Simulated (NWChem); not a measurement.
Species: heptazine (C₆H₃N₇); SMILES N1=C2N3C(N=CN=C3N=C1)=NC=N2

```xyz
16

C     -0.6649    -2.5317     0.0000
N     -1.6801    -1.6682     0.0000
C     -1.3588    -0.3714     0.0000
N     -2.2950     0.5818     0.0000
C     -1.8600     1.8416     0.0000
N     -0.6046     2.2891     0.0000
C      0.3578     1.3625     0.0000
N      1.6513     1.6966     0.0000
C      2.5249     0.6900     0.0000
N      2.2847    -0.6209     0.0000
C      1.0010    -0.9911     0.0000
N      0.6437    -2.2784     0.0000
N      0.0000     0.0000     0.0000
H     -0.9413    -3.5844     0.0000
H     -2.6335     2.6074     0.0000
H      3.5748     0.9770     0.0000
```
Atoms are numbered in this order, from 1.

Computed with NWChem. Geometry: optimised at B3LYP/6-31G* (spherical d). No frequency run checked for a minimum. Vzz is the largest principal value of the second derivative of the potential at the nucleus (NWChem prints the opposite sign); η is the asymmetry. Non-relativistic.

Question: Predict the results for PBE/def2-SVP. Quantities: Vzz N12 (a.u.); η N12; Vzz N13 (a.u.); η N13.

Answer: 
```
Item            Result
--------------  ------
Vzz N12 (a.u.)  -0.827
η N12             0.12
Vzz N13 (a.u.)  -0.275
η N13             0.00
```
